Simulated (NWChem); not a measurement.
Molecule: C₃H₆OSi; SMILES [SiH3][C@@H]1C=CO1

```xyz
11

Si    -0.0083    -1.6072     0.1509
C      0.0712     0.1164    -0.6444
C      1.0386     1.1005    -0.0449
C     -0.0446     1.7484     0.4167
O     -1.0162     0.9356    -0.1036
H      1.2016    -2.3876    -0.2530
H     -0.0363    -1.4430     1.6321
H     -1.2272    -2.3345    -0.3131
H      0.0127     0.0909    -1.7462
H      2.1184     1.2058     0.0038
H     -0.3042     2.6175     1.0255
```
Atoms are numbered in this order, from 1.

Level: PBE0/def2-SVP (NWChem), optimised geometry, unscaled harmonic frequencies. 

```csv
frequency (cm⁻¹),IR intensity (km/mol)
165,0.1
180,0.5
216,1.8
488,35.6
556,25.7
633,45.8
707,47.7
805,23.5
890,21.1
909,177.6
921,23.2
939,38.2
945,53.4
961,28.6
987,7.6
1074,57.7
1146,8.9
1186,9.6
1242,13.9
1322,17.3
1643,12.7
2232,89.6
2243,99.4
2260,81.3
3098,6.7
3247,3.3
3317,1.9
```

- zero-point energy: 49.0 kcal/mol
- thermal correction to the enthalpy at 298.15 K (with zero-point energy): 53.2 kcal/mol
- heat capacity Cv: 20.7 cal/(mol K)
- entropy at 298.15 K and 1 atm (symmetry number 1): 75.1 cal/(mol K)
- dipole moment: 1.16 D

Rigid rotor and harmonic oscillator.
